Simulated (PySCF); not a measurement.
From one molecule to another.

First species: C2H6OSSi.
Atom-mapped SMILES: `[CH3:1][C:2](=[S:3])[O:4][SiH3:5]` (hydrogens: H6, H7, H8 on C1; H9, H10, H11 on Si5)

Second species: C2H6OSSi.
InChI=1S/C2H6OSSi/c5-3-2-1-4-2/h2H,1H2,5H3/t2-/m1/s1

Levels: PBE0/def2-SVPD for dipole moment, HOMO energy, LUMO energy, HOMO–LUMO gap, static isotropic polarisability and electronic spatial extent ⟨r²⟩ about the centre of nuclear charge; TDDFT PBE0/def2-SVPD for lowest singlet excitation; TDA PBE0/def2-SVPD for lowest triplet excitation (Tamm–Dancoff); GFN2-xTB for rotational constant A and rotational constant C. Geometries: GFN2-xTB. All species are isolated and taken at one optimised geometry, non-relativistic unless stated; the electronic structure was computed with PySCF and density fitting.

The conformers computed, where there is a choice (atom-mapped SMILES and torsion angles):
- `[CH3:1][C:2](=[S:3])[O:4][SiH3:5]`: C1–C2–O4–Si5 -179°
- `[SiH3:1][O:2][C@H:3]1[CH2:4][S:5]1`: Si1–O2–C3–C4 -141°

Task: Which has the higher HOMO–LUMO gap?

Result: The second: 6.64 eV against 5.17 eV, a difference of 1.47 eV.

Task: Which has the higher rotational constant A?

Result: The second: 7.839 GHz against 4.991 GHz, a difference of 2.848 GHz.

Task: Which has the higher T1 energy?

Result: The second: 4.57 eV against 3.02 eV, a difference of 1.55 eV.

Task: Which has the higher ⟨r²⟩?

Result: The second: 764 bohr² against 746 bohr², a difference of 18 bohr².

Task: Which has the higher S1 energy?

Result: The second: 5.01 eV against 3.41 eV, a difference of 1.60 eV.

Task: Which of the two has the higher static isotropic polarisability, and by how much?

Result: The first: 76.0 au against 72.3 au, a difference of 3.7 au.

Task: Which has the higher rotational constant C?

Result: The first: 1.621 GHz against 1.583 GHz, a difference of 0.038 GHz.

Task: Which has the higher LUMO energy?

Result: The second: -0.10 eV against -1.55 eV, a difference of 1.45 eV.

On the first: No computed singlet falls in the visible range (750 to 380 nm, 1.65 to 3.26 eV); S1 lies 0.15 eV above its blue end. The vertical singlet–triplet gap S1 − T1 is 0.39 eV (TDDFT singlet less Tamm–Dancoff triplet; S1: HOMO→LUMO, weight 1.00; T1: HOMO→LUMO, weight 0.99).

On the second: The vertical singlet–triplet gap S1 − T1 is 0.44 eV (TDDFT singlet less Tamm–Dancoff triplet; S1: HOMO→LUMO, weight 0.68; T1: HOMO→LUMO, weight 0.58, beside HOMO→LUMO+1, weight 0.36). S1 lies 1.63 eV below the HOMO–LUMO gap; its leading configuration is HOMO→LUMO, weight 0.68.
